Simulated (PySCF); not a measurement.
Cl$_{2}$Sn, charge +1, doublet, at a GFN2-xTB geometry (such geometries of metal compounds can be far from the true shape) (a state made from the parent by changing its charge; the spin is typed, not shown lowest) (all electrons, no relativity), with bond 2-1 at 3.0 times its length; HF/STO-3G in PySCF.

PySCF was given this input:
```python
from pyscf import gto, scf

mol = gto.Mole()
mol.atom = '''
    Sn    0.00755256   -0.00709993    0.44602132
    Cl    3.92749326    4.96350998   -2.84882240
    Cl   -1.33641287   -1.62888789   -0.65956749
'''
mol.basis = 'sto-3g'
mol.charge = 1
mol.spin = 1
mol.verbose = 4
mol.build()

mf = scf.UHF(mol)
mf.kernel()
mo_i, mo_e, stable_i, stable_e = mf.stability(internal=True, external=True, return_status=True, nroots=6, tol=1e-6)
print('internally stable:', stable_i, ' externally stable:', stable_e)
if not stable_i:
    umf = mf.copy()
    umf.scf_summary = {}
    umf.kernel(umf.make_rdm1(mo_i, mf.mo_occ))
mf.analyze()
```

Output, abridged:

```
PySCF version 2.14.0

[INPUT] verbose = 4
[INPUT] num. atoms = 3
[INPUT] num. electrons = 83
[INPUT] charge = 1
[INPUT] spin (= nelec alpha-beta = 2S) = 1
[INPUT] symmetry False subgroup None
[INPUT] Mole.unit = angstrom
[INPUT] Symbol           X                Y                Z      unit          X                Y                Z       unit  Magmom
[INPUT]  1 Sn     0.007552560000  -0.007099930000   0.446021320000 AA    0.014272269939  -0.013416923204   0.842858140517 Bohr   0.0
[INPUT]  2 Cl     3.927493260000   4.963509980000  -2.848822400000 AA    7.421886617475   9.379674478745  -5.383494113526 Bohr   0.0
[INPUT]  3 Cl    -1.336412870000  -1.628887890000  -0.659567490000 AA   -2.525454313644  -3.078151999721  -1.246401916767 Bohr   0.0

nuclear repulsion = 269.66156397052
number of shells = 21
number of NR pGTOs = 135
number of NR cGTOs = 45
basis = sto-3g
ecp = {}

******** <class 'pyscf.scf.uhf.UHF'> ********
method = UHF
initial guess = minao
damping factor = 0
level_shift factor = 0
DIIS = <class 'pyscf.scf.diis.CDIIS'>
diis_start_cycle = 1
diis_space = 8
diis_damp = 0
SCF conv_tol = 1e-09
SCF conv_tol_grad = None
SCF max_cycles = 50
direct_scf = True
direct_scf_tol = 1e-13
number electrons alpha = 42  beta = 41
Set gradient conv threshold to 3.16228e-05
init E= -6854.35118975716

cycle= 1 E= -6872.26763045294  delta_E= -17.9  |g|= 0.158  |ddm|= 1.63
cycle= 2 E= -6872.28322012363  delta_E= -0.0156  |g|= 0.025  |ddm|= 0.328
cycle= 3 E= -6872.28403628718  delta_E= -0.000816  |g|= 0.00697  |ddm|= 0.071
cycle= 4 E= -6872.28413036595  delta_E= -9.41e-05  |g|= 0.0026  |ddm|= 0.0227
cycle= 5 E= -6872.28415616994  delta_E= -2.58e-05  |g|= 0.000425  |ddm|= 0.0169
cycle= 6 E= -6872.28415672744  delta_E= -5.57e-07  |g|= 4.51e-05  |ddm|= 0.00249
cycle= 7 E= -6872.28415673067  delta_E= -3.23e-09  |g|= 3.69e-06  |ddm|= 0.00016
cycle= 8 E= -6872.28415673069  delta_E= -2.09e-11  |g|= 4.98e-07  |ddm|= 1.34e-05
Extra cycle  E= -6872.28415673068  delta_E= 1.09e-11  |g|= 2.56e-07  |ddm|= 1.76e-06
converged SCF energy = -6872.28415673068  <S^2> = 0.75  2S+1 = 2
uhf_internal: lowest eigs of H = [-2.60113450e-05  1.57521897e-03  3.53774517e-02  3.54439805e-02
  3.20620507e-01  3.80665072e-01]
<class 'pyscf.scf.uhf.UHF'> wavefunction has an internal instability
uhf_real2complex: lowest eigs of H = [-1.30076973e-05  7.87774773e-04  1.34080942e-01  1.34081001e-01
  1.34116214e-01  1.34116276e-01]
<class 'pyscf.scf.uhf.UHF'> wavefunction has an real -> complex instability
uhf_external: lowest eigs of H = [-1.29736472e-05  9.11182135e-11  7.87810776e-04  1.76887328e-02
  1.77219970e-02  1.60310398e-01]
<class 'pyscf.scf.uhf.UHF'> wavefunction has an UHF/UKS -> GHF/GKS instability
internally stable: False  externally stable: False

******** <class 'pyscf.scf.uhf.UHF'> ********
method = UHF
initial guess = minao
damping factor = 0
level_shift factor = 0
DIIS = <class 'pyscf.scf.diis.CDIIS'>
diis_start_cycle = 1
diis_space = 8
diis_damp = 0
SCF conv_tol = 1e-09
SCF conv_tol_grad = None
SCF max_cycles = 50
direct_scf = True
direct_scf_tol = 1e-13
number electrons alpha = 42  beta = 41
Set gradient conv threshold to 3.16228e-05
init E= -6872.28416593827
cycle= 1 E= -6872.28416594185  delta_E= -3.58e-09  |g|= 1.62e-05  |ddm|= 0.000103
cycle= 2 E= -6872.28416594233  delta_E= -4.85e-10  |g|= 8.12e-06  |ddm|= 3.76e-05
Extra cycle  E= -6872.28416594254  delta_E= -2.09e-10  |g|= 6.34e-06  |ddm|= 2.38e-05
converged SCF energy = -6872.28416594254  <S^2> = 0.75  2S+1 = 2
**** SCF Summaries ****
Total Energy =                       -6872.284156730682298
Nuclear Repulsion Energy =             269.661563970519524
One-electron Energy =               -10023.593266929463425
Two-electron Energy =                 2881.647546228261490
Two-electron Coulomb Energy =         3096.116120088525804
DFT Exchange-Correlation Energy =     -214.468573860264314
**** MO energy ****
                             alpha | beta                alpha | beta
MO #1   energy= -1030.23985599165  | -1030.23985599166  occ= 1 | 1
MO #2   energy= -153.872000889138  | -153.872000889138  occ= 1 | 1
MO #3   energy= -145.70117400652   | -145.70117400652   occ= 1 | 1
MO #4   energy= -145.70117394106   | -145.70117394106   occ= 1 | 1
MO #5   energy= -145.700629075812  | -145.700629075812  occ= 1 | 1
MO #6   energy= -103.860669421686  | -103.860669421686  occ= 1 | 1
MO #7   energy= -103.817755805382  | -103.809863448873  occ= 1 | 1
MO #8   energy= -29.9494454119524  | -29.9494454119524  occ= 1 | 1
MO #9   energy= -26.9317518259086  | -26.9317518259086  occ= 1 | 1
MO #10  energy= -26.931751261054   | -26.931751261054   occ= 1 | 1
MO #11  energy= -26.9295751095683  | -26.9295751095681  occ= 1 | 1
MO #12  energy= -18.5350385182069  | -18.535038518207   occ= 1 | 1
MO #13  energy= -18.5350385170227  | -18.5350385170227  occ= 1 | 1
MO #14  energy= -18.5329457367836  | -18.5329457367836  occ= 1 | 1
MO #15  energy= -18.5329453811229  | -18.5329453811229  occ= 1 | 1
MO #16  energy= -18.5320786107948  | -18.5320786107948  occ= 1 | 1
MO #17  energy= -10.5494435071351  | -10.5494435071351  occ= 1 | 1
MO #18  energy= -10.5010625191162  | -10.4902205501836  occ= 1 | 1
MO #19  energy= -7.99227919913507  | -7.99227919913509  occ= 1 | 1
MO #20  energy= -7.98805792326253  | -7.98805792326252  occ= 1 | 1
MO #21  energy= -7.98805749963896  | -7.98805749963894  occ= 1 | 1
MO #22  energy= -7.96198250413277  | -7.93199286138334  occ= 1 | 1
MO #23  energy= -7.93647183434784  | -7.93194085992333  occ= 1 | 1
MO #24  energy= -7.93641978670581  | -7.9180710758245   occ= 1 | 1
MO #25  energy= -5.16029027540328  | -5.16029027540332  occ= 1 | 1
MO #26  energy= -3.91342364851545  | -3.91342364851551  occ= 1 | 1
MO #27  energy= -3.91341917020718  | -3.9134191702073   occ= 1 | 1
MO #28  energy= -3.90444891317139  | -3.90444891317139  occ= 1 | 1
MO #29  energy= -1.24711665755606  | -1.24711665755603  occ= 1 | 1
MO #30  energy= -1.23553629274523  | -1.23553629274532  occ= 1 | 1
MO #31  energy= -1.2355362342016   | -1.23553623420164  occ= 1 | 1
MO #32  energy= -1.22803379260937  | -1.22803379260936  occ= 1 | 1
MO #33  energy= -1.22803067426688  | -1.22803067426689  occ= 1 | 1
MO #34  energy= -1.17275320691586  | -1.17275320691583  occ= 1 | 1
MO #35  energy= -1.11383932038469  | -0.991062979137997 occ= 1 | 1
MO #36  energy= -0.703815323753449 | -0.703815323753709 occ= 1 | 1
MO #37  energy= -0.594183922795485 | -0.594183922795349 occ= 1 | 1
MO #38  energy= -0.594180357711218 | -0.594180357710995 occ= 1 | 1
MO #39  energy= -0.589269112652177 | -0.538703605244702 occ= 1 | 1
MO #40  energy= -0.538703605271577 | -0.488898129643683 occ= 1 | 1
MO #41  energy= -0.522627384264436 | -0.488104420027891 occ= 1 | 1
MO #42  energy= -0.521824266601756 | -0.147191175660083 occ= 1 | 0
MO #43  energy= -0.147191175659822 | -0.147155999587147 occ= 0 | 0
MO #44  energy= -0.147155999586401 | -0.0138030356023544 occ= 0 | 0
MO #45  energy= 0.0175325421950313 | 0.0175325421948071 occ= 0 | 0

To work with the spin densities directly, `use mulliken_meta_spin()` only printing them here.

 ** Mulliken spin pop alpha/beta on meta-lowdin orthogonal AOs **
 ** Mulliken Spin Density (per AO)  **
spin_pop of  0 Sn 1s       -0.00000
spin_pop of  0 Sn 2s       -0.00000
spin_pop of  0 Sn 3s        0.00000
spin_pop of  0 Sn 4s       -0.00000
spin_pop of  0 Sn 5s       -0.00000
spin_pop of  0 Sn 2px      -0.00000
spin_pop of  0 Sn 2py       0.00000
spin_pop of  0 Sn 2pz       0.00000
spin_pop of  0 Sn 3px      -0.00000
spin_pop of  0 Sn 3py       0.00000
spin_pop of  0 Sn 3pz      -0.00000
spin_pop of  0 Sn 4px       0.00000
spin_pop of  0 Sn 4py       0.00000
spin_pop of  0 Sn 4pz      -0.00000
spin_pop of  0 Sn 5px       0.00000
spin_pop of  0 Sn 5py       0.00000
spin_pop of  0 Sn 5pz      -0.00000
spin_pop of  0 Sn 3dxy      0.00000
spin_pop of  0 Sn 3dyz      0.00000
spin_pop of  0 Sn 3dz^2     0.00000
spin_pop of  0 Sn 3dxz     -0.00000
spin_pop of  0 Sn 3dx2-y2    0.00000
spin_pop of  0 Sn 4dxy     -0.00000
spin_pop of  0 Sn 4dyz      0.00000
spin_pop of  0 Sn 4dz^2    -0.00000
spin_pop of  0 Sn 4dxz      0.00000
spin_pop of  0 Sn 4dx2-y2   -0.00000
spin_pop of  1 Cl 1s       -0.00000
spin_pop of  1 Cl 2s       -0.00000
spin_pop of  1 Cl 3s        0.00000
spin_pop of  1 Cl 2px       0.00004
spin_pop of  1 Cl 2py       0.00003
spin_pop of  1 Cl 2pz       0.00000
spin_pop of  1 Cl 3px       0.60442
spin_pop of  1 Cl 3py       0.39498
spin_pop of  1 Cl 3pz       0.00054
spin_pop of  2 Cl 1s       -0.00000
spin_pop of  2 Cl 2s       -0.00000
spin_pop of  2 Cl 3s       -0.00000
spin_pop of  2 Cl 2px       0.00000
spin_pop of  2 Cl 2py       0.00000
spin_pop of  2 Cl 2pz      -0.00000
spin_pop of  2 Cl 3px       0.00000
spin_pop of  2 Cl 3py       0.00000
spin_pop of  2 Cl 3pz      -0.00000
 ** Mulliken Spin Density (per atom)  **
spin density of  0 Sn =     -0.00000
spin density of  1 Cl =      1.00000
spin density of  2 Cl =      0.00000
 ** Mulliken pop alpha/beta on meta-lowdin orthogonal AOs **
 ** Mulliken pop       alpha | beta **
In total            42.00000 | 41.00000
 ** Mulliken atomic charges   ( Nelec_alpha | Nelec_beta ) **
charge of  0Sn =      1.23479  (    24.38260     24.38260 )
charge of  1Cl =      0.00000  (     9.00000      8.00000 )
charge of  2Cl =     -0.23479  (     8.61740      8.61740 )

WARN: System has nonzero charge 1; the dipole moment is origin-dependent.
Location of origin: [0. 0. 0.]

Dipole moment(X, Y, Z, Debye):  0.90083,  1.00930,  2.84999
```
